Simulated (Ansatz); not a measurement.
Isolated molecules relaxed with PBE0-D4/def2-TZVP in Ansatz; ΔE leaves out vibrations. CCSD(T)/CBS adds triple-zeta CCSD(T) − MP2 to the extrapolated MP2 energy (def2 sets, frozen cores). This one scheme is used for every species. Functionals use def2-TZVPP. HSE06 is defined as in plane-wave codes. Each species was taken in one conformer, which may not be the lowest.

Reaction (cleavage of the B–B bond): `BBCl` + `CC(N)F` → `BNC(C)F` + `BCl`

`BBCl`:

Z-matrix (Å, degrees):
```
B
B 1 1.654
H 1 1.198 2 121.6
H 1 1.198 2 121.7 3 179.5
Cl 2 1.753 1 117.9 3 -89.7
H 2 1.196 1 126.1 3 90.3
```

`CC(N)F`:

```xyz
10

C    -0.447   -0.330    1.006
C     0.229   -0.332   -0.339
N     0.666    0.953   -0.717
F    -0.690   -0.872   -1.271
H    -1.297    0.358    0.997
H     0.254   -0.011    1.778
H    -0.815   -1.327    1.245
H     1.081   -1.018   -0.360
H    -0.091    1.624   -0.714
H     1.109    0.954   -1.625
```

`BNC(C)F`:

Cartesian coordinates in Å:
```
B -0.144 -1.039 1.761
N 0.100 0.011 0.884
C 0.414 -0.110 -0.498
C -0.352 0.851 -1.370
F 1.773 0.141 -0.684
H -0.122 -2.157 1.337
H -0.383 -0.791 2.906
H 0.091 0.965 1.216
H 0.247 -1.149 -0.791
H -0.039 0.748 -2.409
H -1.422 0.651 -1.299
H -0.163 1.880 -1.052
```

`BCl`:

Cartesian coordinates in Å:
```
B 0.149 -0.021 0.025
Cl -1.544 0.216 -0.261
H 0.560 -1.137 0.071
H 0.835 0.942 0.165
```

```
           level  ΔE (kJ/mol)
         r2SCANh       -146.3
           HSE06       -144.5
    MP2/def2-SVP       -173.1
CCSD(T)/def2-SVP       -168.8
```

(1) What does CCSD(T)/CBS give? (An estimate is asked.)

Largest T1 diagnostic among the species: 0.012.

Answers

(1) The calculation gave: -151.1 kJ/mol. The listed levels differ from it by 4.8, 6.6, -22.0, -17.7 kJ/mol.

At CCSD(T), def2-SVP lies −17.7 kJ/mol from the extrapolated value and def2-TZVPP −3.1 kJ/mol. From BLYP to BHLYP (50 % exact exchange), in def2-TZVPP and without D4, ΔE moves by −4.1 kJ/mol.
